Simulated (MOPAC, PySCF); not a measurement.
CH₄Si₂, SMILES `[SiH2]=C=[SiH2]`, neutral singlet in the gas phase. 

Cartesian coordinates (Å):
```xyz
7

Si     1.6677    -0.1481     0.0308
C      0.0000     0.0001    -0.0010
Si    -1.6677     0.1483    -0.0322
H      2.3830    -1.1764     0.8121
H      2.5823     0.7336    -0.7212
H     -2.5327    -0.5436    -1.0081
H     -2.4323     0.9869     0.9119
```
Charge 0, multiplicity 1.

All levels are single points at this geometry (B3LYP-D3(BJ)/def2-TZVP); Pople sets use spherical d functions. Orbital energies aren't observables, and empty levels follow the basis.

PM7 in MOPAC gives dipole (D) = 0.00.

Question: Estimate the dipole (D) from each of these levels: B3LYP-D3(BJ)/def2-TZVP in PySCF; PBE-D3(BJ)/def2-TZVP in PySCF; B3LYP/LANL2DZ in PySCF; BP86/6-31G* in PySCF; M06-2X/6-31G* in PySCF; PBE/6-31G* in PySCF; SVWN5/6-31G* in PySCF; HF/3-21G in PySCF; HF/STO-3G in PySCF; AM1 in MOPAC; PM3 in MOPAC; PM6 in MOPAC.

Answer: 
```tsv
level	dipole (D)
B3LYP-D3(BJ)/def2-TZVP in PySCF	0.00
PBE-D3(BJ)/def2-TZVP in PySCF	0.00
B3LYP/LANL2DZ in PySCF	0.00
BP86/6-31G* in PySCF	0.00
M06-2X/6-31G* in PySCF	0.00
PBE/6-31G* in PySCF	0.00
SVWN5/6-31G* in PySCF	0.00
HF/3-21G in PySCF	0.00
HF/STO-3G in PySCF	0.00
AM1 in MOPAC	0.00
PM3 in MOPAC	0.00
PM6 in MOPAC	0.00
```
